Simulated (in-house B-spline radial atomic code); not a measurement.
Configurations of Ti⁴⁺, with energies counted from [Ne] 3s2 3p6. Level of theory: Dirac-Hartree-Fock, average of configuration, Fermi nucleus of rms radius 3.5921 fm; calculated with a radial B-spline atomic code at the basis-set limit. Energies include first-order Breit, QED and recoil terms.

Occupations are held fixed; configurations that lie above the ionisation limit could autoionise.

| configuration | E - E(ref) (eV) | highest orbital | its <r> (bohr) |
| --- | --- | --- | --- |
| [Ne] 3s2 3p5 4d1 | 70.71 | 4d5/2 | 3.148 |
| [Ne] 3s2 3p5 6s1 | 83.559 | 6s1/2 | 6.96 |
| [Ne] 3s2 3p5 5g1 | 84.685 | 5g9/2 | 5.493 |
| [Ne] 3s2 3p5 7s1 | 88.216 | 7s1/2 | 10.15 |
| [Ne] 3s1 3p6 4d1 | 101.84 | 4d5/2 | 3.139 |
| [Ne] 3s1 3p6 5p1 | 108.63 | 5p3/2 | 4.759 |
| [Ne] 3s1 3p6 5d1 | 112.89 | 5d5/2 | 5.574 |
| [Ne] 3s1 3p6 6d1 | 118.39 | 6d5/2 | 8.602 |
| [Ne] 3s1 3p6 7f1 | 122.45 | 7f5/2 | 13.2 |
| [He] 2s2 2p5 3s2 3p6 4d1 | 502.02 | 4d5/2 | 3.058 |
| [He] 2s2 2p5 3s2 3p6 5s1 | 506.4 | 5s1/2 | 4.307 |
| [He] 2s2 2p5 3s2 3p6 6f1 | 520.74 | 6f5/2 | 9.352 |
| [He] 2s2 2p5 3s2 3p6 6g1 | 520.91 | 6g9/2 | 8.788 |

Problem. Order these further configurations by energy, lowest first.
A. [He] 2s2 2p5 3s2 3p6 5f1
B. [Ne] 3s1 3p6 4f1
C. [Ne] 3s2 3p5 7g1
D. [Ne] 3s2 3p5 5f1
E. [He] 2s2 2p5 3s2 3p6 3d1

Solution. D (84.431 eV), C (91.351 eV), B (107.87 eV), E (464.71 eV), A (516.49 eV).

Problem. How far above the reference does [Ne] 3s1 3p6 4p1 lie?

Solution. 91.875 eV; its least bound orbital is 4p3/2 with <r> = 2.607 bohr.

Problem. How far above the reference does [Ne] 3s2 3p5 4s1 lie?

Solution. 53.949 eV; its least bound orbital is 4s1/2 with <r> = 2.364 bohr.

Problem. How far above the reference does [Ne] 3s2 3p5 7f1 lie?

Solution. 91.239 eV; its least bound orbital is 7f5/2 with <r> = 13.22 bohr.

Problem. One of these lies 90.34 eV from the reference. Which?
A. [Ne] 3s1 3p6 6p1
B. [Ne] 3s1 3p6 7d1
C. [Ne] 3s2 3p5 7d1
D. [He] 2s2 2p5 3s2 3p6 5g1

Solution. C.
